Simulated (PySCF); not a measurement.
## `CC(=S)[C@@H]1CC[C@@H]1C`, C7H12S

Geometry (Å), atoms numbered from 1 in this order:
```xyz
20

C    -2.189   -1.179   -0.669
C    -1.263   -0.020   -0.819
S    -1.059    0.705   -2.261
C    -0.545    0.404    0.408
C     0.190    1.752    0.425
C     1.431    1.072    1.016
C     0.820   -0.304    0.703
C     1.464   -1.001   -0.481
H    -1.759   -1.936   -0.013
H    -2.426   -1.616   -1.636
H    -3.120   -0.837   -0.212
H    -1.213    0.287    1.266
H    -0.272    2.528    1.032
H     0.352    2.135   -0.580
H     1.550    1.253    2.082
H     2.371    1.284    0.511
H     0.770   -0.991    1.551
H     2.483   -1.285   -0.227
H     1.495   -0.341   -1.345
H     0.915   -1.900   -0.756
```

Method used: TDDFT BHandHLYP/def2-SVPD circular dichroism and optical rotation, one conformer, gas phase in PySCF 2.14.0. Geometry: GFN2-xTB.

The molecule is flexible and this is one conformer; a measurement averages over conformers.

Problem. Draw the ECD and absorption spectra from the lowest 8 states, each a Gaussian of half-width 0.25 eV at 1/e height.

Solution. 
| E (eV) | λ (nm) | Δε (L mol⁻¹ cm⁻¹) | ε (L mol⁻¹ cm⁻¹) |
| --- | --- | --- | --- |
| 2.23 | 556 | -0.02 | 0.0593 |
| 2.38 | 521 | -0.19 | 0.456 |
| 2.53 | 490 | -0.71 | 1.71 |
| 2.68 | 462 | -1.29 | 3.11 |
| 2.83 | 438 | -1.14 | 2.76 |
| 2.98 | 416 | -0.49 | 1.19 |
| 3.13 | 396 | -0.10 | 0.25 |
| 3.28 | 378 | -0.01 | 0 |
| 3.43 | 361 | 0.00 | 0 |
| 3.58 | 346 | 0.00 | 0 |
| 3.73 | 332 | 0.00 | 0 |
| 3.88 | 319 | 0.00 | 0 |
| 4.03 | 308 | 0.00 | 0 |
| 4.18 | 297 | 0.00 | 0 |
| 4.33 | 286 | 0.00 | 0 |
| 4.48 | 277 | 0.00 | 0 |
| 4.63 | 268 | 0.00 | 0 |
| 4.78 | 259 | 0.00 | 0.209 |
| 4.93 | 251 | 0.00 | 8.08 |
| 5.08 | 244 | +0.06 | 152 |
| 5.23 | 237 | +0.56 | 1390 |
| 5.38 | 230 | +2.51 | 6160 |
| 5.53 | 224 | +5.44 | 13300 |
| 5.68 | 218 | +5.88 | 14100 |
| 5.83 | 213 | +4.55 | 7340 |
| 5.98 | 207 | +8.96 | 2650 |
| 6.13 | 202 | +21.79 | 3020 |
| 6.28 | 197 | +30.56 | 4610 |
| 6.43 | 193 | +23.19 | 3850 |
| 6.58 | 188 | +6.38 | 2000 |
| 6.73 | 184 | -11.92 | 1590 |
| 6.88 | 180 | -26.34 | 2340 |

Δε uses R in velocity form, ε uses f in length form. Only the states computed contribute, so the short-wavelength end is incomplete.
